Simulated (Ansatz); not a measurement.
Reaction (redistribution): `C[N]=[Mo]([F])([Cl])([O]C)[O]C` + `[OH][Mo]([OH])([OH])(=[S])[Cl]` → `C[N]=[Mo]([Cl])([Cl])([O]C)[O]C` + `[OH][Mo]([OH])([OH])([F])=[S]`

Calculated with Ansatz (gas phase, PBE0-D4/def2-TZVP geometries, no zero-point term in ΔE). CCSD(T)/CBS adds triple-zeta CCSD(T) − MP2 to the extrapolated MP2 energy (def2 sets, frozen cores). DFT in def2-TZVPP. B3LYP here is the variant with VWN-RPA as its local correlation; programs differ in this. def2 core potentials past Kr. For Mo outer-core shells are correlated without core-valence functions, which leaves a few kJ/mol of doubt a bond. One conformer a species, not always the lowest.

```json
{"level": "LDA (SPW92)", "ΔE (kJ/mol)": "-34.3"}
{"level": "B3LYP-D4", "ΔE (kJ/mol)": "-35.1"}
{"level": "r2SCAN0-D4", "ΔE (kJ/mol)": "-36.2"}
{"level": "BHLYP", "ΔE (kJ/mol)": "-34.2"}
{"level": "LC-ωPBE", "ΔE (kJ/mol)": "-32.9"}
{"level": "HF/def2-SVP", "ΔE (kJ/mol)": "-41.7"}
{"level": "MP2/def2-SVP", "ΔE (kJ/mol)": "-26.3"}
{"level": "CCSD/CBS(def2)", "ΔE (kJ/mol)": "-27.2"}
```

Q: What does CCSD(T)/CBS give? (An estimate is asked.)

A: Ansatz gave: -25.3 kJ/mol. The listed levels differ from it by -9.0, -9.8, -10.9, -8.9, -7.6, -16.4, -1.0, -1.9 kJ/mol.

Largest T1 diagnostic among the species: 0.025, so the coupled-cluster value is less sure than usual.

In def2-TZVPP, CCSD(T) changes the Hartree–Fock value by +12.2 kJ/mol (the triples alone add +2.0 kJ/mol) and MP2 by +24.0 kJ/mol. Leaving LDA and LC-ωPBE aside and taking each functional with its dispersion term where it has one, the values, not all of them listed here, spread over 9.6 kJ/mol, from BHLYP-D4 to PBE-QIDH. At CCSD(T), def2-SVP lies −10.7 kJ/mol from the extrapolated value and def2-TZVPP −1.1 kJ/mol.

CCSD(T)/CBS has its own doubt, a few kJ/mol and more with outer-core shells, so smaller differences from it don't rank the levels.
